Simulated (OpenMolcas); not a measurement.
**Tm2+: ligand-field states by method**

Tm2+ with 8 ligands (oxide) in square antiprismatic coordination (D4d) at 2.54 Å, a polar angle of 53.9° against the regular 57.3°. A charge of +1.75 e stands 2.8 Å behind each ligand. Ligand basis ANO-RCC-VDZP.

- Program: OpenMolcas 26.06
- Basis: ANO-RCC-VDZP [7s6p4d2f1g]
- Scalar Hamiltonian: DKH2, point nucleus
- Active space: 13 electrons in 7 orbitals (4f)
- State averaging: 2S+1 = 2 odd, 7 roots
- Spin-orbit coupling: state interaction with AMFI integrals over the reference wave functions

I. CASSCF
II. SS-CASPT2, IPEA 0.25 Eh, imaginary shift 0.1 Eh (closed shells correlated: 5s 5p and the ligand valence shells)

Spin-free states in cm-1, each column counted from its own energy of the first state listed:

```
   State  Degeneracy    I   II
2S+1 = 2           2    0    0
2S+1 = 2           2  182  150
2S+1 = 2           2  208  170
2S+1 = 2           1  241  270
```

With spin-orbit coupling the lowest J multiplet is 194 (I), 205 (II) cm-1 wide, a factor of 1.06 from I to II.

χT at 300 K: I 2.53, II 2.54 cm3 K/mol.

Over all roots computed the reference weight is 0.55 in II; a low but even weight reflects the number of correlated electrons. The oxide ions are held by bare point charges, a crude embedding. Without dynamic correlation the ligand-field splitting of an f shell can come out too small, at times by half (holds for I). Splittings of an f shell from a small cluster at a set distance can be off by tens of per cent, mostly too small (holds for II). No measured value stands beside these numbers; the geometry was imposed, not optimised, and the real ion may take another.
